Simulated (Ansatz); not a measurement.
```xyz
13

C    -2.8835   -0.5101    0.0127
C    -1.4639   -0.2591    0.0061
N    -0.3398   -0.0603    0.0010
Al    1.6471    0.2913   -0.0073
O     2.0341   -0.1760    1.5992
O     1.6458    1.9729   -0.3553
O     2.1275   -0.7696   -1.2692
H    -3.1060   -1.3722   -0.6179
H    -3.2148   -0.7134    1.0322
H    -3.4118    0.3640   -0.3711
H     2.3172    0.4882    2.2243
H     1.9866    2.2774   -1.1940
H     2.6617   -1.5333   -1.0606
```

The species carries charge 0 and has multiplicity 1.

List the B3LYP/def2-TZVPP orbital energies in eV (the Gaussian-basis code of Ansatz). (An estimate is asked.)

Ansatz gave: Occupied: -1522.86, -518.70, -518.70, -518.70, -391.28, -279.85, -279.26, -110.81, -71.50, -71.40, -71.40, -26.73, -25.44, -25.11, -25.11, -22.53, -15.57, -14.03, -13.92, -13.92, -12.12, -12.06, -12.06, -10.89, -10.89, -8.59, -8.15, -8.15, -7.51, -7.37, -7.37. Lowest empty: -0.88, -0.88, -0.16, 0.97, 2.01, 2.02, 2.12, 2.12.

B3LYP here is the variant with VWN-RPA as its local correlation; programs differ in this.
